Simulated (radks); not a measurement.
The numbers below are computed, except where a source is named.
Species: Te48+. Configuration: [He] 2s2. Code: a radial shooting solver on a logarithmic mesh with Libxc functionals. Model: scalar-relativistic Kohn-Sham, LDA (Slater exchange, Perdew-Wang correlation), spin-unpolarised, spherical densities, finite nucleus; Fermi nuclear charge, rms radius 4.7423 fm.

Local quantities along the radius. ELF = 1/(1 + alpha^2) is the electron localisation function; alpha = (tau - tau_W)/tau_unif compares the Pauli kinetic energy density with that of the uniform gas; -r V(r) is the screened charge that the Kohn-Sham potential presents (atomic units); s = |grad rho|/(2 (3 pi^2)^(1/3) rho^(4/3)) is the reduced gradient; r v_xc is r times the local exchange-correlation potential (hartree bohr). tau is taken from the large components.

r (bohr)    ELF       alpha  -r V(r)       s    r v_xc
0.001071  1.000  0.00007172    51.91  0.7560  -0.05508
0.001198  1.000  0.00007779    51.90  0.7179  -0.06100
0.001329  1.000  0.00008436    51.88  0.6864  -0.06703
0.001487  1.000  0.00009267    51.87  0.6563  -0.07415
0.00165   1.000   0.0001018    51.85  0.6317  -0.08140
0.001831  1.000   0.0001126    51.84  0.6100  -0.08929
0.002048  1.000   0.0001265    51.82  0.5896  -0.09857
0.002272  1.000   0.0001421    51.80  0.5733   -0.1080
0.002541  1.000   0.0001624    51.77  0.5584   -0.1190
0.00282   1.000   0.0001857    51.75  0.5469   -0.1301
0.003154  1.000   0.0002166    51.72  0.5369   -0.1430
0.0035    1.000   0.0002524    51.68  0.5297   -0.1560
0.003883  1.000   0.0002971    51.65  0.5245   -0.1699
0.004343  1.000   0.0003584    51.60  0.5211   -0.1860
0.004819  1.000   0.0004316    51.56  0.5199   -0.2019
0.00539   1.000   0.0005344    51.51  0.5209   -0.2201
0.005981  1.000   0.0006601    51.46  0.5240   -0.2380
0.006637  1.000   0.0008265    51.40  0.5293   -0.2568
0.007423  1.000    0.001070    51.33  0.5376   -0.2778
0.008237  1.000    0.001381    51.26  0.5481   -0.2981
0.009213  1.000    0.001851    51.18  0.5625   -0.3204
0.01022   1.000    0.002474    51.10  0.5792   -0.3413
0.01134   1.000    0.003371    51.02  0.5997   -0.3622
0.01269   1.000    0.004813    50.92  0.6266   -0.3841
0.01408   1.000    0.006857    50.82  0.6569   -0.4037
0.01575   1.000     0.01032    50.72  0.6964   -0.4231
0.01747   1.000     0.01551    50.61  0.7409   -0.4392
0.01954   0.999     0.02488    50.50  0.7988   -0.4537
0.02169   0.998     0.03991    50.39  0.8639   -0.4639
0.02406   0.996     0.06635    50.28  0.9421   -0.4702
0.02691   0.986      0.1197    50.15   1.043   -0.4721
0.02986   0.956      0.2155    50.04   1.153   -0.4690
0.0334    0.849      0.4220    49.91   1.286   -0.4605
0.03706   0.607      0.8054    49.79   1.407   -0.4484
0.04113   0.302       1.521    49.67   1.493   -0.4340
0.046     0.115       2.772    49.54   1.471   -0.4196
0.05104   0.058       4.026    49.42   1.275   -0.4121
0.05709   0.050       4.357    49.30  0.9058   -0.4159
0.06335   0.083       3.333    49.21  0.5826   -0.4323
0.07085   0.225       1.858    49.12  0.4079   -0.4608
0.07862   0.543      0.9174    49.03  0.4033   -0.4914
0.08724   0.848      0.4230    48.95  0.4906   -0.5203
0.09758   0.969      0.1798    48.87  0.6400   -0.5440
0.1083    0.993     0.08142    48.80  0.8141   -0.5553
0.1211    0.999     0.03501    48.72   1.044   -0.5536
0.1344    1.000     0.01610    48.64   1.313   -0.5378
0.1491    1.000    0.007416    48.57   1.664   -0.5087
0.1668    1.000    0.003204    48.50   2.185   -0.4637
0.1851    1.000    0.001454    48.43   2.878   -0.4120
0.207     1.000   0.0006095    48.36   3.994   -0.3493
0.2297    1.000   0.0002654    48.29   5.604   -0.2887
0.2548    1.000   0.0001122    48.23   8.173   -0.2295
0.285     1.000  0.00004262    48.17   12.89   -0.1711
0.3163    1.000  0.00001659    48.12   20.72   -0.1244
0.3538    1.000   5.674e-06    48.08   36.79  -0.08371
0.3925    1.000   1.972e-06    48.05   66.95  -0.05485
0.4391    1.000   5.859e-07    48.03   138.1  -0.03245

On this mesh the ELF has minima near r = 0.057 bohr, which separate the shells.
